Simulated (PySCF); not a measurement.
## Identify the compound

An unknown has the formula C₇H₄FN. Its calculated NMR data are:

¹H NMR (400 MHz, computed): δ 7.66 (m, 1H), 7.65 (m, 1H), 7.57 (m, 1H), 7.46 (m, 1H).

¹³C{¹H} NMR (computed): δ 172.7 (C), 137.5 (CH), 135.1 (CH), 126.8 (CH), 125.8 (CH), 124.4 (C), 122.1 (C).

PySCF calculation with structure optimised with PBE0-D3(BJ)/def2-TZVP and NMR shieldings at B97-2/pcSseg-2/GIAO; non-relativistic Hamiltonian, gas phase, single conformer.

Referencing at the same level of theory: ¹H and ¹³C against TMS.

Problem. Which of these isomers gave the spectra?
A. N#Cc1ccccc1F
B. N#Cc1cccc(F)c1
C. N#Cc1ccc(F)cc1

Solution. B. 

- The formula gives 6 degrees of unsaturation (1 ring in the answer).
- 7 carbon signals for 7 carbons: no two carbons are equivalent.
- Carbon types of the structure: 3 × C, 4 × CH, which accounts for all hydrogens.
- δC 172.7: aromatic carbon bearing fluorine; σ withdrawal by the attached heteroatom moves it downfield of the ring CH carbons.
- δC 137.5, 135.1, 126.8, 125.8: aromatic CH.
- δC 124.4: nitrile carbon; typical of a nitrile.
- δC 122.1: substituted aromatic carbon.
- δH 7.66, 7.65, 7.57, 7.46: hydrogen on an aromatic CH; it sits in the deshielding region of the aromatic ring current.

The others: N#Cc1ccc(F)cc1 would give 5 carbon signals, not 7; N#Cc1ccccc1F has carbons computed at 174.9, 142.7, 140.8, 129.7, 122.3, 120.3, 108.7.

Splittings by ¹⁹F in the carbon and heteronuclear signals aren't shown, as no couplings were computed. Shifts are as computed. Against solution values, carbons near 30 ppm lie about +3 ppm off and those near 130 ppm about +7 ppm. Of 1211 compounds with measured shifts, 218 miss one by over three times the rms of a fit or turn the order of signals round; such compounds aren't used in these exercises. Multiplicities follow the n + 1 count of equivalent neighbours, as no J values were calculated; m marks all less simple cases, F and P coupling included.
